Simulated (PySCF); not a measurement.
**How methods differ on the ionisation energy of Ca²⁺**

Ca²⁺ [Ar] (1S) → Ca³⁺ [Ne] 3s2 3p5 (2P), as a difference of total energies. Computed with PySCF 2.14 in 6-31G* (5s4p3d, 32 functions), with the non-relativistic Hamiltonian (point nucleus). Correlated levels: valence: [Ne] 3s2 frozen. The calculations carry no spin-orbit coupling.

```tsv
method	ionisation energy (eV)
UHF	50.451
r2SCAN	51.815
PBE	51.694
MP2 (valence)	51.538
SCS-MP2 (valence)	51.467
CCSD (valence)	51.531
CCSD(T) (valence)	51.533
```

Question: How much does correlation contribute at CCSD(T) (valence)?

Answer: 51.533 − (50.451) = 1.082 eV, measured against UHF.

These non-relativistic numbers lack the scalar-relativistic shift.

The reference lies between the lowest fine-structure levels, while these numbers refer to the centres of the terms.

Errors of the correlated levels include the incompleteness of this basis and the frozen core.

For comparison: 50.913 eV (measured; NIST Atomic Spectra Database, ionization energies).
